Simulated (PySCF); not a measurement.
# GaCl₃: from structure and modes to constants

Method: PBE0/[Ga def2-TZVP, Cl def2-TZVP], no relativity, density fitting, PySCF.

The singlet minimum has D3h symmetry. Masses (u): Ga 68.92558, Cl 34.96885.

```xyz
4
charge 0 multiplicity 1, angstrom
Ga    0.0000    0.0000    0.0000
Cl    0.0000    0.0000    2.1127
Cl    1.8296    0.0000   -1.0563
Cl   -1.8296    0.0000   -1.0563
```

Harmonic wavenumbers (cm⁻¹): 123.9 (e', ×2), 140.1 (a2'', ×1), 382.9 (a1', ×1), 472.9 (e', ×2).

**Question.** Find the principal moments of inertia and the rotational constants. What kind of rotor is it?

**Answer.** About the centre of mass I = 234.11, 234.11, 468.23 u Å². With B = 16.8576/I this gives 0.07201, 0.07201, 0.036 cm⁻¹. The molecule is an oblate symmetric top.

**Question.** What is the harmonic zero-point energy?

**Answer.** Half the sum of all 6 wavenumbers, 1716/2 = 858 cm⁻¹, which is 10.3 kJ/mol (1 cm⁻¹ = 0.0119627 kJ/mol).

**Question.** Find the vibrational entropy and heat capacity at 298.15 K.

**Answer.** With u = 1.43878 ω/T, each mode gives S = R[u/(eᵘ−1) − ln(1−e⁻ᵘ)] and C = R u² eᵘ/(eᵘ−1)².
| ω (cm⁻¹) | u | S (J/(mol K)) | C (J/(mol K)) |
| --- | --- | --- | --- |
| 123.9 (×2) | 0.598 | 12.71 | 8.07 |
| 140.1 | 0.676 | 11.73 | 8.01 |
| 382.9 | 1.848 | 4.30 | 6.30 |
| 472.9 (×2) | 2.282 | 3.05 | 5.48 |
The sums over all modes are S = 47.6 and C = 41.4 J/(mol K); the softest mode gives 27 % of the entropy (each member, where degenerate).

**Question.** Give the standard entropy (298.15 K, 1 bar) by its translational, rotational, vibrational and spin parts, and Cp.

**Answer.** Sackur–Tetrode with M = 173.83 u gives 173.2; rotation with symmetry number 6 gives 104.5; vibration 47.6; spin R ln 1 = 0.0. The total is 325.3 J/(mol K), and Cp = 4 R + 41.4 = 74.7 J/(mol K).
